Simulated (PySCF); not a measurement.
## Correlation energy of Hf (hafnium, neutral)

[Xe] 4f14 5d2 6s2, high-spin 3F determinant. Calculation: PySCF 2.14, in def2-TZVPPD with the def2 core potential (60 electrons); a scalar-relativistic core potential. Frozen: nothing; 12 electrons correlated.

```json
{"level": "CCSD", "correlation energy (mhartree)": "-254.90"}
{"level": "(T)", "correlation energy (mhartree)": "-9.71"}
{"level": "CCSD(T)", "correlation energy (mhartree)": "-264.61"}
```

Diagnostics: T1 = 0.021, D1 = 0.0828, largest double amplitude 0.056.

Question: Is a single reference adequate?

Answer: Yes, within this model without spin-orbit coupling: T1 lies below 0.03 and no double amplitude reaches 0.07.

The basis has no tight functions for the innermost shells, so their pair energies are far from complete.

This basis was not built for core-valence correlation, so the inner-shell part is incomplete.
